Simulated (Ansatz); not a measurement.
The input (input.yaml):

```yaml
crystal:
  periodic: [false, false, false]
  atoms:
    - { symbol: Si, position_ang: [-0.0122, -0.9688, -0.8697] }
    - { symbol: Si, position_ang: [0.8894, 1.3439, -0.1358] }
    - { symbol: C, position_ang: [-0.8681, -0.7765, 0.8098] }
    - { symbol: H, position_ang: [-0.3726, 0.5041, 0.9829] }
    - { symbol: F, position_ang: [-1.1114, -1.0876, -2.0405] }
    - { symbol: F, position_ang: [0.6875, -2.4023, -1.0889] }
    - { symbol: H, position_ang: [-0.2259, 2.262, -0.3774] }
    - { symbol: H, position_ang: [1.4343, 1.4574, 1.2262] }
    - { symbol: H, position_ang: [2.0035, 1.793, -0.9875] }
    - { symbol: H, position_ang: [-1.9483, -0.752, 0.8569] }
    - { symbol: H, position_ang: [-0.4761, -1.3732, 1.6241] }
magnetization:
  spin_polarized: true
basis:
  gaussian: { orbitals: STO-3G }
hamiltonian:
  xc: pbe
md:
  timestep: 0.5
  n_steps: 150
  ensemble: nve
  temperature: 600.0
  initial_velocities: maxwell_boltzmann
  seed: 813190
```

Launched with:

```bash
$ ansatz run input.yaml --threads 1 --pin off --max-ram 2048MiB --backend cpu --events-out ev --progress --plain --runs-dir out
```

Hardware: 1 thread of Arm Neoverse V2, on a shared host.

Task: Roughly how long does this run take, and how much memory?

Result: 7.2 min, with a peak of 0.12 GiB, for 151 ionic steps.
